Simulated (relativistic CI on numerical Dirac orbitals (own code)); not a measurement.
# Pr3+ (4f2) in a crystal field

Calculated by Dirac-Coulomb-Breit CI, KLI orbitals optimised for each configuration, model QED, valence Slater integrals scaled by 0.7, one configuration in a parametric crystal field (own radial code).

Field parameters in Wybourne normalisation. The field is a parameter set, without covalency.

S is read from ⟨S²⟩ = S(S + 1).

Levels (cm⁻¹, degeneracy): 0 (1), 30 (2), 51 (1), 276 (1), 359 (1), 365 (2), 384 (1), 2122 (1), 2129 (2), 2146 (1), 2336 (1), 2370 (2).

Problem. Which field gives this pattern?
A. D4h, B20 = 2480, B40 = 990, B44 = -1360, B60 = 670, B64 = -970 cm⁻¹
B. D4h, B20 = 920, B40 = -900, B44 = -980, B60 = 70, B64 = 920 cm⁻¹
C. D4h, B20 = -630, B40 = 310, B44 = -870, B60 = -430, B64 = -40 cm⁻¹

Solution. C. D4h, B20 = -630, B40 = 310, B44 = -870, B60 = -430, B64 = -40 cm⁻¹, ground level with S = 0.97.
